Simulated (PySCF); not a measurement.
# Electric properties by functional and basis

C₃H₆BFO₂.
SMILES: `F[C@@H]1CCOBO1`

PySCF, dipoles from the SCF density, polarisabilities from static response with core orbitals frozen. Geometry: PBE0-D3(BJ)/def2-SVP, one conformer, isolated molecule.

Task: Compare the levels for these properties.

Result: 

```tsv
level	μ (D)	α (au)	anisotropy (au)
LDA/def2-SVPD	2.923	57.58	12.32
PBE/def2-SVPD	2.828	57.09	12.23
B3LYP/def2-SVPD	2.891	54.85	11.35
PBE0/def2-SVPD	2.872	54.29	11.20
BHandHLYP/def2-SVPD	2.939	52.27	10.39
CAM-B3LYP/def2-SVPD	2.948	54.03	10.83
wB97X-D/def2-SVPD	2.899	53.85	10.75
LC-wPBE/def2-SVPD	2.953	53.01	10.42
HF/def2-SVPD	2.972	49.60	9.31
PBE0/6-31G*	2.773	45.86	12.08
PBE0/def2-SVP	2.898	46.64	11.75
PBE0/6-31+G*	2.946	51.55	11.46
PBE0/aug-cc-pVDZ	2.793	55.20	11.72
PBE0/def2-TZVP	2.775	52.85	11.80
```

The anisotropy is √(½[(α1 − α2)² + (α2 − α3)² + (α3 − α1)²]). The dipole runs from 2.77 D (PBE0/6-31G*) to 2.97 D (HF/def2-SVPD). No reference polarisability is at hand; against PBE0 in the largest diffuse basis at hand (aug-cc-pVDZ) the other PBE0 rows deviate by 6-31G* -17%, def2-SVP -16%, 6-31+G* -7%, def2-SVPD -2%, def2-TZVP -4%. In one basis (def2-SVPD) the functionals order the polarisability from HF (lowest) to LDA (highest), a spread of 16%. With PBE0 the polarisability is 48.45 au without diffuse functions (mean of 6-31G*, def2-SVP and def2-TZVP) and 53.68 au with them (mean of 6-31+G*, def2-SVPD and aug-cc-pVDZ).

Without π bonds the low states are Rydberg-like; a valence basis with one diffuse set may place them up to an eV too high.
